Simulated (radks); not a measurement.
Q: Species: Pd. Configuration: [Kr] 4d10. All-electron calculation, Dirac Kohn-Sham, PBEsol, spin-unpolarised, spherical densities, point nucleus. Program: a radial shooting solver on a logarithmic mesh with Libxc functionals.

Spin-orbit splittings of the eigenvalues, e(l+1/2) - e(l-1/2), with zeta = 2 splitting/(2l+1) and mean radii in bohr:

shell  occ.  splitting (eV)  zeta (eV)  <r> j=l-1/2  <r> j=l+1/2
2p        6           159.3      106.2       0.1172       0.1221
3p        6               ?          ?       0.3714       0.3822
3d       10           5.537      2.215       0.3557       0.3592
4p        6           4.448      2.965        1.023        1.055
4d       10          0.4361     0.1744        1.568        1.604

Estimate the 3p splitting.

A: 27.76 eV (zeta = 18.51 eV).
